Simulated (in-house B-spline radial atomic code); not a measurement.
A fraction x of an electron is added to 3d in Ti, starting from [Ar] 3d2 4s2 and keeping the highest spin. Level of theory: scalar-relativistic (X2C) OLYP, spin-polarised, spherical fractional occupations, Fermi nucleus of rms radius 3.5921 fm; calculated with a radial B-spline atomic code at the basis-set limit.

```tsv
x	E(x) - E(0) (eV)	3d up level (eV)
0	0.0000	-4.813
0.1	-0.4336	-3.866
0.2	?	?
0.3	?	?
0.4	-1.1991	-1.313
0.5	-1.2928	-0.571
```

(1) What belongs in the row x = 0.2?

(2) What belongs in the row x = 0.3?

(3) Up to what added charge does this functional bind the extra electron?

Results:

(1) An energy change of -0.7748 eV; 3d up at -2.965 eV.

(2) An energy change of -1.0283 eV; 3d up at -2.113 eV.

(3) The highest level rises by about 7.4 eV per electron near x = 0.5 and would reach zero near x = 0.58, so a whole extra electron isn't bound at the basis-set limit.
